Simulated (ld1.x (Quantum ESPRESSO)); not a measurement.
# Before and after: TM potential for neon

- Element: neon
- Generator: ld1.x (Quantum ESPRESSO) 7.5
- Type: norm-conserving Troullier–Martins (Kleinman–Bylander form)
- Functional: PBE
- Relativity: scalar-relativistic
- Frozen core: [He]
- Valence charge: 8
- Reference configuration: 2s2 2p5 (charge +1)
- Partial waves: 2s (bound): rc 0.75 bohr; 2p (bound): rc 0.95 bohr
- Local potential: the p channel
- Core correction: Bessel-smoothed model core inside 0.55 bohr

All-electron outer shells of the reference configuration (PBE, scalar-relativistic, ld1.x):

```
shell  level (eV)  outermost node (bohr)  outermost maximum (bohr)
   2s      -55.65                   0.22                      0.67
   2p      -32.28                      –                      0.60
```

Change: all radii but the core radius scaled by about 1.04 (s 0.78, p 0.98 bohr).

Cutoffs: the cutoffs (Ry, on a coarse ladder) from which the occupation-weighted sum of valence levels, in a spherical-Bessel basis at the reference potential, stays within 10 and 1 mRy of its value at 400 Ry; they do not see the model core or the augmentation charge, which bear on the density cutoff. Errors are all-electron minus pseudo energies relative to the spin-unpolarised reference configuration.

Question: Predict the effect on cutoff, ghosts and configuration errors.

Answer: The potential gets neither clearly harder nor softer (200 Ry and 260 Ry → 180 Ry and 260 Ry); of the 6 tests that both files solve, the error grows in 2 and shrinks in 0 by more than 15 % and 0.3 meV (median size 16.1 → 17.4 meV); neither file shows a bound ghost.

```csv
quantity,base,changed
"cutoff, loose",200 Ry,180 Ry
"cutoff, tight",260 Ry,260 Ry
bound ghosts,none,none
"error for 2s2 2p6, meV [ΔE -22.48 eV]",-4.1,-5.0
"error for 2s2 2p4, meV [ΔE 43.27 eV]",-0.2,+0.4
"error for 2s2 2p3, meV [ΔE 110.70 eV]",+60,+70
"error for 2s2 2p5.5, meV [ΔE -13.61 eV]",-0.2,-0.4
"error for 2s2 2p2, meV [ΔE 205.33 eV]",+342,+387
"error for 2s1 2p6, meV [ΔE 23.41 eV]",+28,+30
```
